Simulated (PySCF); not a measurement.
Si(F)(OH)2(SH) (FH₃O₂SSi), SMILES O[Si](O)(F)S.

Coordinates come from a TPSSh-D3(BJ)/def2-SVP optimisation. Other conformers were not sampled.

Two levels are set side by side: PBE/def2-TZVP (PySCF) and HF/def2-TZVP (PySCF). Same geometry, gas phase. Differences are taken from unrounded values.

| quantity | HF | PBE | PBE minus HF |
|---|---|---|---|
| orbital gap (eV) | 13.99 | 5.85 | -8.15 |
| highest occupied level (eV) | -10.85 | -6.63 | 4.22 |
| lowest empty level (eV) | 3.14 | -0.78 | -3.93 |
| dipole moment (D) | 1.57 | 1.44 | -0.13 |
| mean polarisability (bohr³) | 42.5 | 49.0 | 6.5 |

Without exact exchange PBE keeps part of each electron's self-repulsion, which lifts occupied levels and narrows the gap. PBE's more diffuse valence density responds more strongly to a field. Differences between two approximate levels are no errors against the true value.

Rough cost on one machine, each run with all the roots and properties that it gave: HF against PBE about 1/4.
